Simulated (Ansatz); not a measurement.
The cluster Ca₂Si₂⁺, relaxed as a doublet with UKS r2SCAN-D4/def2-TZVP in Ansatz, starting from the GFN2-xTB geometry. Force threshold 0.02 eV/Å.

Another isomer (doublet) lies 0.58 eV lower at PBE0-D4/def2-TZVP; other spin states weren't run for this one.

Start:

```xyz
4

Ca   -1.1999   -0.0749   -1.4317
Ca    0.6269    2.1277    0.4740
Si   -0.4183   -0.5911    1.2551
Si    0.9914   -1.4617   -0.2974
```

Problem. Estimate the energy that the relaxation releases and the steps that it takes.

Solution. 33.1 kJ/mol, in 6 steps; 38 s on 4 threads of Arm Neoverse V1 on a shared host. No frequencies were taken in this run, so the end may be a saddle point.

Problem. Does the start keep its bonding and symmetry?

Solution. Bonds formed: Ca2–Si4 (atoms count from 1).

Problem. Predict the relaxed structure.

Solution. 
```xyz
4

Ca   -1.367   -0.151   -1.514
Ca    0.816    1.825    0.435
Si   -0.517   -0.646    1.240
Si    1.068   -1.028   -0.161
```
Bond lengths (bridged metal pairs left out): 4 × Ca–Si 2.92 to 2.93 Å; 1 × Ca–Ca 3.53 Å; 1 × Si–Si 2.15 Å.
